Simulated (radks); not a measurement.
All-electron atom: Rh II in [Kr] 4d8 (the NIST ground configuration).

All-electron calculation, non-relativistic Kohn-Sham, SOGGA, spin-polarised, spherical densities, point nucleus; open shells are filled with parallel spins first (spin-orbit coupling, left out, can overturn this in heavy ions); relativity is left out, which matters for an element this heavy. Program: a radial shooting solver on a logarithmic mesh with Libxc functionals.

Energy parts (Ry):
part                        energy
total                  -9369.56634
kinetic                 9365.45160
electron-nucleus      -22291.83917
Hartree                 3822.64086
exchange-correlation    -265.81963

Orbitals (lengths in bohr, moments of r in powers of bohr):
orbital  occ.  eigenvalue (Ry)      <r^4>     <r^2>   <1/r>      <r>
1s up       1        -1643.922  5.960e-06  0.001534   44.46  0.03386
1s down     1        -1643.922  5.960e-06  0.001534   44.46  0.03386
2s up       1        -234.2543   0.001108   0.02550   10.08   0.1473
2s down     1        -234.2314   0.001108   0.02550   10.08   0.1473
2p up       3        -217.2471  0.0007358   0.01933   10.08   0.1260
2p down     3        -217.2301  0.0007357   0.01933   10.08   0.1260
3s up       1        -42.10277    0.05301    0.1859   3.551   0.4033
3s down     1        -42.09029    0.05295    0.1859   3.551   0.4033
3p up       3        -35.36749    0.05348    0.1822   3.466   0.3961
3p down     3        -35.35331    0.05340    0.1821   3.466   0.3961
3d up       5        -22.94403    0.05055    0.1636   3.304   0.3701
3d down     5        -22.92310    0.05044    0.1635   3.304   0.3701
4s up       1         -6.23114      2.039     1.160   1.349    1.012
4s down     1         -6.13402      2.033     1.158   1.351    1.010
4p up       3         -4.19248      3.030     1.379   1.231    1.096
4p down     3         -4.09254      3.031     1.377   1.233    1.095
4d up       5         -1.04802      16.44     2.816  0.8899    1.519
4d down     3         -0.95118      18.20     2.916  0.8829    1.540

The highest occupied level is 4d down at -12.941 eV. The electron density at the nucleus is 6.371e+04 e/bohr^3. The density falls to 0.001 e/bohr^3 at r = 3.71 bohr. Summed over all electrons, <r^2> = 36.69 bohr^2, which gives a Langevin (diamagnetic) susceptibility term of -29.1 x 10^-6 cm^3/mol. Spin moment in Bohr magnetons: 2. For comparison, the ionisation energy in NIST's Atomic Spectra Database is 18.080 eV (semi-empirical). In exact Kohn-Sham theory the highest level is minus the ionisation energy, but local and semilocal functionals leave it too shallow, through self-interaction and a potential that decays too fast; potentials with the right tail come closer.
